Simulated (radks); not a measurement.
The numbers below are computed, except where a source is named.
Radial electron density D(r) = 4 pi r^2 rho(r) of an atom or ion with 16 electrons. Code: a radial shooting solver on a logarithmic mesh with Libxc functionals. Model: Dirac Kohn-Sham, PBE, spin-unpolarised, spherical densities, finite nucleus; Fermi nuclear charge, rms radius of each element as measured or else 0.836 A^(1/3) + 0.57 fm.

```
   r/bohr * D(r) (the largest magnitude, 19.7, reaches the edge; | marks zero)
 0.007788 |    *
 0.008781 |      *
 0.009901 |       *
  0.01116 |         *
  0.01259 |           *
  0.01419 |             *
    0.016 |                *
  0.01804 |                   *
  0.02034 |                       *
  0.02293 |                           *
  0.02586 |                               *
  0.02916 |                                   *
  0.03287 |                                        *
  0.03706 |                                            *
  0.04179 |                                                *
  0.04712 |                                                   *
  0.05355 |                                                     *
  0.06038 |                                                      *
  0.06808 |                                                      *
  0.07676 |                                                    *
  0.08654 |                                                 *
  0.09758 |                                             *
     0.11 |                                          *
    0.124 |                                       *
   0.1399 |                                     *
   0.1577 |                                    *
   0.1778 |                                      *
   0.2005 |                                         *
    0.226 |                                             *
   0.2548 |                                                  *
   0.2873 |                                                    *
    0.324 |                                                     *
   0.3682 |                                                   *
   0.4151 |                                             *
   0.4681 |                                      *
   0.5278 |                             *
    0.595 |                     *
   0.6709 |               *
   0.7564 |           *
   0.8529 |         *
   0.9616 |         *
    1.084 |          *
    1.222 |           *
    1.378 |           *
    1.554 |          *
    1.752 |        *
    1.976 |      *
    2.228 |    *
    2.532 |  *
    2.854 | *
    3.218 |*
    3.629 *
    4.091 *
    4.613 *
    5.201 *
    5.864 *
```

What is the nuclear charge?

Answer. Z = 17. The innermost maximum, from 1s, lies near gamma/Z bohr with gamma = sqrt(1 - (Z/c)^2) = 0.992, here 0.0584 bohr (found: 0.0618), and its height grows with Z. The density is that of the chlorine ion Cl+ in [Ne] 3s2 3p4; the configuration itself is not fixed sharply by these data, and Z only to about a unit. D(r) has 3 maxima, at r = 0.0618, 0.314, 1.30 bohr, and minima at 0.152, 0.895 bohr, inside which lie 2.18, 10.36 electrons.
